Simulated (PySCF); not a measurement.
Method: PySCF with PBE-D3(BJ)/def2-TZVP // PBE0-D4/def2-TZVP. All species are isolated molecules in the gas phase. One relaxed conformer stands for a flexible species; it need not be the lowest. Excitations are Tamm–Dancoff values on a coarser integration grid. The basis has no diffuse functions, so Rydberg states are missing or too high.

Reference species (SMILES): `[H]/[O+]=C\O` (H–O–C–O torsion 0°) (charge +1, multiplicity 1).

The LUMO is -9.35 eV, the brightest of the four lowest singlets (TDA) comes out as 9.32 eV and the T1 excitation (TDA) is 6.40 eV.

Changed species: `O=C[OH2+]` (not the most basic site; O–C–O–H torsion 12°) (proton added at O3; the reference has proton added at O1).

**Question.** What does the change do to the LUMO, brightest of the four lowest singlets (TDA) and T1 excitation (TDA)?

**Answer.** the LUMO rises by 0.45 eV, to -8.90 eV; the brightest of the four lowest singlets (TDA) falls by 0.31 eV, to 9.01 eV; the T1 excitation (TDA) drops by 0.55 eV, to 5.85 eV.
